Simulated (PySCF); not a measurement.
Molecular orbitals of Te₂

TPSS at R = 2.552 Å; PySCF, spin-free X2C with a Gaussian nucleus, basis sets Te x2c-TZVPPall. State: ³Σg⁻ (triplet), unpaired electrons π ↑↑. Only the outer orbitals are listed.

```csv
spin,orbital,occ.,ε (eV),main shells (%)
α,σg,1,-17.18,94 s
α,σu,1,-14.32,94 s
α,σg,1,-8.15,93 p
α,πu,1,-7.34,98 p
α,πu,1,-7.34,98 p
α,πg,1,-5.34,98 p
α,πg,1,-5.34,98 p
α,σu,0,-2.16,93 p
α,πu,0,3.37,97 d
α,πu,0,3.37,97 d
β,σg,1,-16.66,91 s
β,σu,1,-13.52,95 s
β,σg,1,-7.83,91 p
β,πu,1,-6.58,97 p
β,πu,1,-6.58,97 p
β,πg,0,-4.31,98 p
β,πg,0,-4.31,98 p
β,σu,0,-1.79,92 p
```

Question: Which are the highest filled and the lowest empty level, where do they sit, and how wide is the gap?

Answer: Highest filled α πg at -5.34 eV (in %: 98 p); lowest empty β πg at -4.31 eV (in %: 98 p); the gap at TPSS is 1.03 eV. Both belong to one degenerate shell, split only by its one-sided filling, so this is no excitation gap.

* bond order (Mayer): 2.14
* ⟨S²⟩: 2.004

Spin–orbit coupling is left out. The state was picked by a PBE0 search and need not be the measured ground state.
